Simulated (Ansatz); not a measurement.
## Worked example: SnH2(NH2)2 → Sn(NH2)2 + H2

Species: SnH2(NH2)2, singlet; Sn(NH2)2, singlet; H2, singlet. This is a balance of energies; it says nothing on the path, which may need atoms to shift.

Shapes, held fixed at every level: PBE0-D4/def2-TZVP. Flexible molecules stand in one conformer, not always the lowest. Programs: Ansatz 0.2.0. Electronic energies: no zero-point or thermal term.

At CCSD(T)/def2-TZVPP; 1 Eh = 2625.50 kJ/mol:

```
   species  energy (Eh)
SnH2(NH2)2  -326.607815
  Sn(NH2)2  -325.439932
        H2    -1.172332
```

Task: Work out ΔE of the reaction at this level.

Result: 
1. Products less reactants: (-325.439932) + (-1.172332) − [(-326.607815)] = -0.004449 Eh = -11.7 kJ/mol.

Other levels give -41.2 (B3LYP-D4/def2-TZVPP) to -7.4 kJ/mol (HF/def2-TZVPP). No measured value is set beside it here. For atoms past krypton def2 sets carry core potentials with scalar relativity. Outer-core shells of Sn are correlated, in sets that cover them unevenly. The median of the other levels is -29.2 kJ/mol.
